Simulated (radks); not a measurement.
All-electron atom: Tl XXXIX in [Kr] 4d7. Method: scalar-relativistic Kohn-Sham, LDA (Slater exchange, VWN5 correlation), spin-polarised, spherical densities, finite nucleus; open shells are filled with parallel spins first (spin-orbit coupling, left out, can overturn this in heavy ions); Fermi nuclear charge, rms radius 5.4759 fm; computed with a radial shooting solver on a logarithmic mesh with Libxc functionals. Some entries of the table are withheld. Estimate them.

orbital  occ.  eigenvalue (hartree)  <r> (bohr)  <r^2> (bohr^2)
1s up       1             -3202.318     0.01633       0.0003695
1s down     1             -3202.312     0.01633       0.0003695
2s up       1             -619.6761     0.06881        0.005613
2s down     1             -619.5488     0.06880        0.005612
2p up       3             -541.7507     0.06237        0.004758
2p down     3             -541.6419     0.06236        0.004757
3s up       1             -192.7250      0.1766         0.03563
3s down     1             -192.6394      0.1765         0.03561
3p up       3             -170.2278      0.1778         0.03661
3p down     3             -170.1369      0.1777         0.03658
3d up       5             -147.1761      0.1607         0.03014
3d down     5             -147.0605      0.1607         0.03012
4s up       1             -82.91224      0.3636          0.1487
4s down     1             -82.63482      0.3637          0.1488
4p up       3             -74.79674      0.3781          0.1617
4p down     3             -74.52443      0.3783          0.1619
4d up       5             -65.80481      0.3788             (1)
4d down     2             -65.53177      0.3791             (2)
5s up       0                   (3)      0.6389          0.4555
5s down     0                   (4)      0.6401          0.4573
5p up       0             -41.97689         (5)          0.4996
5p down     0             -41.85815         (6)          0.5016

Answer. 
(1) 4d up <r^2> (bohr^2): 0.1641
(2) 4d down <r^2> (bohr^2): 0.1644
(3) 5s up eigenvalue (hartree): -45.53226
(4) 5s down eigenvalue (hartree): -45.40217
(5) 5p up <r> (bohr): 0.6677
(6) 5p down <r> (bohr): 0.6691
